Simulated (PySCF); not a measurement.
**Electronic absorption of CH11FSi4**

Compound: CH11FSi4.
InChI=1S/CH11FSi4/c2-5-6(4)1-3/h6H,1,5H2,3-4H3/t6-/m0/s1

Method used: TDDFT CAM-B3LYP/def2-SVPD, vertical, gas phase, core orbitals frozen in the response (PySCF). One conformer (not necessarily the lowest) at the GFN2-xTB geometry, without solvent, vibrations or thermal averaging. Torsions of this conformer, `[F:1][SiH2:2][Si@H:3]([SiH3:4])[CH2:5][SiH3:6]`: F1–Si2–Si3–Si4 -22°, Si2–Si3–C5–Si6 -176°.

Q: Predict the UV-vis stick spectrum at this level.

A: 

```csv
state,E (eV),λ (nm),f,|μ| (D),"main configurations (H = HOMO, L = LUMO)"
S1,5.92,209.6,0.078,1.86,H→L (92%)
S2,6.59,188.0,0.012,0.71,H→L+1 (82%)
S3,6.75,183.6,0.077,1.74,H-1→L (84%)
S4,7.07,175.4,0.013,0.68,"H-2→L (67%), H-1→L+1 (12%)"
S5,7.21,171.9,0.049,1.34,H-1→L+1 (70%)
S6,7.48,165.8,0.0076,0.52,"H-5→L (25%), H-3→L (25%), H→L+2 (10%)"
S7,7.66,161.8,0.136,2.16,"H→L+2 (46%), H→L+3 (13%), H-3→L (10%)"
S8,7.78,159.3,0.024,0.89,H→L+3 (68%)
```

Triplets, Tamm–Dancoff:

| state | E (eV) | λ (nm) | main configurations (H = HOMO, L = LUMO) |
| --- | --- | --- | --- |
| T1 | 5.17 | 240.0 | H→L (90%) |
| T2 | 5.95 | 208.3 | H→L+1 (63%), H-1→L (16%) |
| T3 | 6.08 | 203.9 | H-1→L (67%), H→L+1 (15%) |

The lowest singlet comes at 210 nm (571 kJ/mol) in the ultraviolet; it is of moderate strength; its leading configuration is HOMO→LUMO (92%). The most intense listed level is S7 at 7.66 eV (162 nm, f = 0.136), 1.74 eV above S1. Löwdin shares by element: HOMO silicon 56% or more, carbon 12% (atoms not listed hold the other 32%); LUMO silicon 62% or more, hydrogen 8% or more (atoms not listed hold the other 30%). Orbital energies (eV): HOMO-3 -10.99, HOMO-2 -10.52, HOMO-1 -9.90, HOMO -9.33, LUMO -0.20, LUMO+1 0.48, LUMO+2 1.07. The oscillator strengths of these states sum to 0.396; summed over the whole spectrum of an exact calculation they would give the number of electrons, 82 (Thomas–Reiche–Kuhn). Of the 8 states listed, 7 reach f = 0.01 and none stays under 0.0005. The window holds the lowest 8 singlets.
